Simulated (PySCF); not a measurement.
H₂Sb, SMILES [SbH2+] (connectivity only; charge and spin as stated), charge +1, multiplicity 1.

Coordinates come from a B3LYP-D3(BJ)/def2-TZVPD optimisation. The def2 effective core potentials stand for the cores of Sb; spin–orbit coupling is left out.

These are TDA-PBE/def2-TZVPD (PySCF) values and carry that method's errors.

Vertical excitations. Isolated molecule, no solvent. State labels are in the subgroup C2v.

Computed excitation energies, oscillator strengths and character:
```csv
state,symmetry,energy (eV),λ (nm),f,main pairs
S1,B1,2.50,496,0.009,HOMO→LUMO 99 %
S2,A2,3.43,361,0.000,HOMO−1→LUMO 100 %
S3,B2,7.67,162,0.106,"HOMO→LUMO+1 78 %, HOMO−1→LUMO+2 20 %"
S4,A1,7.91,157,0.054,"HOMO→LUMO+2 73 %, HOMO−1→LUMO+1 26 %"
S5,A1,9.43,132,0.307,"HOMO−1→LUMO+1 38 %, HOMO→LUMO+3 26 %, HOMO→LUMO+4 22 %, HOMO→LUMO+2 12 %"
S6,A1,9.81,126,0.004,"HOMO→LUMO+3 72 %, HOMO→LUMO+4 16 %"
S7,B1,10.10,123,0.015,"HOMO→LUMO+6 64 %, HOMO−2→LUMO 35 %"
S8,B2,10.13,122,0.704,"HOMO−1→LUMO+2 60 %, HOMO−1→LUMO+3 22 %, HOMO→LUMO+1 10 %"
S9,A2,10.26,121,0.000,HOMO→LUMO+5 100 %
S10,B1,11.03,112,0.064,"HOMO−1→LUMO+5 52 %, HOMO−2→LUMO 25 %, HOMO→LUMO+6 20 %"
T1,B1,1.47,842,0,HOMO→LUMO 100 %
T2,A2,2.84,437,0,HOMO−1→LUMO 100 %
T3,B2,5.92,210,0,HOMO→LUMO+1 97 %
T4,A1,6.67,186,0,"HOMO→LUMO+2 51 %, HOMO−1→LUMO+1 47 %"
```
Triplets are in the Tamm–Dancoff approximation.
